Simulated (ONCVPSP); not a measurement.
## Before and after: ONCV potential for beryllium (Be)

Be (Z = 4), optimised norm-conserving Vanderbilt (ONCV), made with ONCVPSP 4.0.1 (LDA (Perdew-Wang 92), scalar-relativistic). Core none, reference 1s2 (charge +2). Waves: 1s: rc 0.45 bohr, ncon 4, nbas 7, qcut 29 1/bohr, 1 projector; p scattering state at 0.05 Ha: rc 0.40 bohr, ncon 4, nbas 8, qcut 22.9 1/bohr, 1 projector. Local part: polynomial inside 0.35 bohr (lpopt 2, dvloc0 0 Ha). Core correction: none.

Change: local potential polynomial inside 0.35 bohr (lpopt 2, dvloc0 7.5 Ha).

Cutoffs: the cutoffs (Ha) at which the residual kinetic energy of the hardest occupied pseudo-wave falls to 1 and 0.1 mHa per electron; they do not see the model core or the augmentation charge, which bear on the density cutoff. Errors are all-electron minus pseudo energies relative to the spin-unpolarised reference configuration.

**Question.** What does the change do?

**Answer.** The potential gets neither clearly harder nor softer (255 Ha and 310 Ha → 255 Ha and 310 Ha); both files keep a bound ghost (s); of the 4 tests that both files solve, the error grows in 4 and shrinks in 0 by more than 15 % and 0.3 meV (median size 10.1 → 15.6 meV).

```csv
quantity,base,changed
"cutoff, loose",255 Ha,255 Ha
"cutoff, tight",310 Ha,310 Ha
bound ghosts,s,s
GHOST(+) flags under 300 eV,none,none
"error for 1s2 2s2, meV [ΔE -27.29 eV]",-12,-19
"error for 1s2 2s1, meV [ΔE -17.77 eV]",-9.0,-14
"error for 1s2 2s1.5, meV [ΔE -23.54 eV]",-11,-17
"error for 1s2 2s1 2p1, meV [ΔE -23.77 eV]",-6.9,-11
s: phases at 0.46 bohr within 0.05 rad from the reference energy up to (Ha; the scan ends near 5),to the end of the scan,to the end of the scan
p: phases at 0.41 bohr within 0.05 rad from the reference energy up to (Ha; the scan ends near 5),to the end of the scan,to the end of the scan
```

 A true bound ghost makes a file unfit for plane-wave use even where its test errors are small: the radial tests pick states by their node count and pass the ghost by.
